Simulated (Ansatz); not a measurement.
Cost and result up the ladder for GeEt3(SiMe3) (C9H24GeSi) (35 atoms). Total charge 0; singlet. Geometry: PBE-D4/def2-SVP.

```xyz
35

Ge    0.0825   -0.7792    0.3521
C     0.7232   -0.6353    2.2331
C    -0.1821    0.2090    3.1356
H     1.7514   -0.2143    2.2072
H     0.8226   -1.6696    2.6304
H     0.2006    0.2654    4.1768
H    -0.2726    1.2530    2.7654
H    -1.2124   -0.2024    3.1904
C    -1.6648   -1.7363    0.3591
C    -2.2929   -1.8963   -1.0291
H    -2.3497   -1.1815    1.0362
H    -1.4980   -2.7286    0.8334
H    -3.2610   -2.4396   -0.9898
H    -2.4915   -0.9123   -1.5062
H    -1.6318   -2.4606   -1.7207
C     1.3923   -1.8772   -0.6718
C     2.7837   -1.2449   -0.7805
H     0.9644   -2.0565   -1.6820
H     1.4489   -2.8730   -0.1788
H     3.4898   -1.8839   -1.3523
H     2.7484   -0.2593   -1.2937
H     3.2391   -1.0707    0.2178
Si   -0.1481    1.4016   -0.6334
C    -1.8219    2.1610   -0.1436
C     1.2503    2.5387   -0.0252
C    -0.0590    1.2671   -2.5287
H    -1.9503    3.1645   -0.6017
H    -1.9062    2.2769    0.9564
H    -2.6667    1.5249   -0.4797
H     1.2323    2.6437    1.0792
H     2.2463    2.1406   -0.3081
H     1.1532    3.5544   -0.4635
H     0.9050    0.8262   -2.8566
H    -0.8731    0.6267   -2.9263
H    -0.1521    2.2677   -3.0013
```

Ansatz on 4 threads of Arm Neoverse V1 on a shared host. Times are rough, and most runs start from the orbitals of an earlier one. PBE0-D4/def2-TZVP serves as the yardstick here, not as an exact answer. Differences are given only for rows in sets of like size (and for xTB, whose basis is part of the method), since another set adds its own error. Binding counts from free atoms at the same level (Ge triplet, C triplet, H doublet, Si triplet; other spins of the atoms weren't run), without zero-point energy or a counterpoise term.

Correlated methods freeze 23 core orbitals; core or outer-core shells of Ge are correlated, in sets that lack core-valence functions. The rows differ in basis, and correlated rows in double-zeta sets carry the largest basis error.

Correlated methods converge slowly with the basis, most of all in double-zeta sets.

```csv
level,functions,wall time,binding energy per atom (eV),difference from PBE0-D4/def2-TZVP (eV)
PBE-D4/def2-SVP,296,8.5 s,4.04,–
PBE0-D4/def2-SVP,296,18 s,4.01,–
MP2/def2-SVP,296,20 s,3.81,–
PBE-D4/def2-TZVP (with forces),508,22 s,4.01,0.03
r2SCAN-D4/def2-TZVP,508,34 s,3.97,-0.01
PBE0-D4/def2-TZVP,508,46 s,3.98,0.00
```
